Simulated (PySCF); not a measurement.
C9H5FO2.
Numbering: `[O:1]=[C:2]([F:3])[c:4]1[cH:5][c:6]2[cH:7][cH:8][cH:9][cH:10][c:11]2[o:12]1` (hydrogens: H13 on C5; H14 on C7; H15 on C8; H16 on C9; H17 on C10)

Computed with PySCF 2.14.0, PBE0-D3(BJ)/def2-SVP geometry optimisation, gas phase.

**Question.** Give the optimised bond lengths and angles.

**Answer.** 
```
   bond  length (Å)     order
  O1=C2       1.184    double
  C2–F3       1.342    single
  C2–C4       1.459    single
  C4–C5       1.367  aromatic
  C5–C6       1.431  aromatic
  C6–C7       1.405  aromatic
  C7–C8       1.386  aromatic
  C8–C9       1.410  aromatic
 C9–C10       1.389  aromatic
C10–C11       1.391  aromatic
C11–O12       1.348  aromatic
 C4–O12       1.357  aromatic
 C6–C11       1.410  aromatic
 C5–H13       1.087    single
 C7–H14       1.092    single
 C8–H15       1.092    single
 C9–H16       1.092    single
C10–H17       1.091    single
```

Orders are formal, as drawn. A selection of angles:
```
      angle  degrees
   O1–C2–F3    121.9
   O1–C2–C4    128.1
   F3–C2–C4    110.0
   C2–C4–C5    131.0
  C2–C4–O12    116.8
  C5–C4–O12    112.1
   C4–C5–C6    105.6
   C5–C6–C7    135.6
  C5–C6–C11    105.1
  C7–C6–C11    119.2
   C6–C7–C8    118.1
   C7–C8–C9    121.4
  C8–C9–C10    121.7
 C9–C10–C11    116.2
C10–C11–O12    126.1
 C6–C11–C10    123.4
 C6–C11–O12    110.5
 C4–O12–C11    106.6
```

Dihedral angles: O1–C2–C4–C5 -179° (antiperiplanar).

Of the pairs four or more bonds apart, F3···H13 is among the closest relative to their van der Waals radii: 2.70 Å, 101 % of the sum of Bondi's values. The 9 C–C bonds span 1.367 Å (C4–C5, aromatic) to 1.459 Å (C2–C4, drawn single), a spread of 0.092 Å. The 12 heavy atoms lie in one plane (0.006 Å rms). The C–O distances run from 1.184 Å (O1=C2, drawn double) to 1.357 Å (C4–O12, aromatic), a spread of 0.173 Å. The 6-membered ring C6–C7–C8–C9–C10–C11 has internal angles of 116.2° to 123.4° (sum 720°, against 720° for a flat polygon); it is planar, 0.00 Å rms from its mean plane, widest ring torsion 0°. The 5-membered ring C4–C5–C6–C11–O12 has internal angles of 105.1° to 112.1°; it is planar, 0.00 Å rms from its mean plane, widest ring torsion 0°.

Point group: Cs (tolerance 0.08 Å). Stationary, but not proved a minimum. One conformer, not necessarily the lowest.

Hardware: one thread, Arm Neoverse V1 (aarch64), no GPU, shared host. Cost: 3.4 min of wall time, 0.85 GiB resident at most. That covers the optimisation of the geometry.
